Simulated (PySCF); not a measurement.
Computed shifts of a molecule C₃H₄FNSi, PBE/pcSseg-1 run with PySCF, GIAO, gas phase, equivalent atoms averaged, in ppm (number of nuclei): ¹⁹F: -220.6 (1). ²⁹Si: 11.0 (1). ¹³C: 184.4 (1), 155.0 (1), 146.7 (1). ¹⁵N: 373.5 (1). ¹H: 9.00 (1), 7.26 (1), 6.95 (1), 5.82 (1). References: ¹⁹F against CFCl3 (σ = 133.6 ppm); ²⁹Si against TMS (σ = 335.4 ppm); ¹³C against TMS (σ = 182.0 ppm); ¹⁵N against NH3 (σ = 267.0 ppm); ¹H against TMS (σ = 31.49 ppm), references at their B3LYP-D3(BJ)/def2-TZVP geometries, non-relativistic. Geometry optimised at ωB97X-D3(BJ)/def2-SVP. Other conformers were not sampled.

Identify the compound among the candidates.
A. FC1=CC=N[SiH2]1
B. F[Si@@H]1C=CN=C1
C. F[Si@H]1C=CC=N1
D. N#C/C([SiH3])=C/F

C, F[Si@H]1C=CC=N1
